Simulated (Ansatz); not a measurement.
Cost and result for the atomization energy of GeH4S3, SMILES `[SH][GeH]([SH])[SH]` (8 atoms, 7 bonds).

Total charge 0; spin multiplicity 1. Correlated methods include outer-core shells of Ge, which these sets cover unevenly. Scalar relativity is left out up to krypton. The geometry is a stationary point of PBE0-D4/def2-TZVP. It is one conformer, not always the lowest. Program: Ansatz. Hardware: A = 2 threads of an AMD EPYC 7R13 on a shared host; B = 2 threads of an AMD EPYC 7R13 on a shared host and a share of an NVIDIA H100 80 GB. Times are those of one run each, without the atoms' runs, and a repeat can differ threefold. Electronic energies, without spin–orbit coupling; frozen cores. CCSD(T)/CBS adds CCSD(T) − MP2 in def2-TZVPP to the MP2 limit, and its time is that of the two runs behind it. T1 = 0.011. With those shells the extrapolation isn't a true limit. B3LYP takes the VWN-RPA correlation (the form of Gaussian; ORCA's B3LYP/G).

CCSD(T)/CBS is a level of theory with its own doubt, some kJ/mol a heavy atom from the limit and from the frozen cores, so smaller differences don't rank the functionals.

| level | functions | wall time |
| --- | --- | --- |
| PBE-D4/def2-TZVPP (with forces) [A] | 230 | 3.1 s |
| PBE0-D4/def2-TZVPP [A] | 230 | 4.8 s |
| r2SCAN-D4/def2-TZVPP (with forces) [A] | 230 | 5.5 s |
| B3LYP-D4/def2-TZVPP (with forces) [A] | 230 | 7 s |
| CCSD(T)/def2-TZVPP [B] | 230 | 7 s |
| B2PLYP/def2-TZVPP [A] | 230 | 7.5 s |
| ωB97X-V/def2-TZVPP [A] | 230 | 11 s |
| ωB97M-V/def2-TZVPP (with forces) [A] | 230 | 16 s |
| CCSD(T)/def2-QZVPP [B] | 419 | 38 s |
| CCSD(T)/CBS(def2) | – | 45 s |

Question: What atomization energy does each give, and how far from CCSD(T)/CBS? (Estimate.)

Answer: Computed: 
```tsv
level	atomization (kJ/mol)	difference from CCSD(T)/CBS	per bond
PBE-D4/def2-TZVPP (with forces) [A]	2282.5	16.4	2.3
PBE0-D4/def2-TZVPP [A]	2251.0	-15.1	-2.2
r2SCAN-D4/def2-TZVPP (with forces) [A]	2275.8	9.7	1.4
B3LYP-D4/def2-TZVPP (with forces) [A]	2232.3	-33.8	-4.8
CCSD(T)/def2-TZVPP [B]	2196.7	-69.4	-9.9
B2PLYP/def2-TZVPP [A]	2201.6	-64.5	-9.2
ωB97X-V/def2-TZVPP [A]	2285.4	19.3	2.8
ωB97M-V/def2-TZVPP (with forces) [A]	2269.9	3.8	0.5
CCSD(T)/def2-QZVPP [B]	2242.1	-24.0	-3.4
CCSD(T)/CBS(def2)	2266.1	0.0	0.0
```

From PBE to PBE0 (25 % exact exchange), in def2-TZVPP and without D4, the atomization energy moves by −28.0 kJ/mol: exact exchange takes away binding that semilocal exchange gives to molecules. In def2-TZVPP, CCSD(T) changes the Hartree–Fock value by +654.1 kJ/mol (the triples alone add +46.8 kJ/mol) and MP2 by +671.2 kJ/mol; breaking electron pairs costs correlation energy, which Hartree–Fock lacks. The D4 term adds +42.2 kJ/mol with B3LYP and +22.3 kJ/mol with PBE0; it sums over pairs of atoms, weighted by their polarisabilities, and B3LYP, whose exchange is more repulsive, gets the larger term.
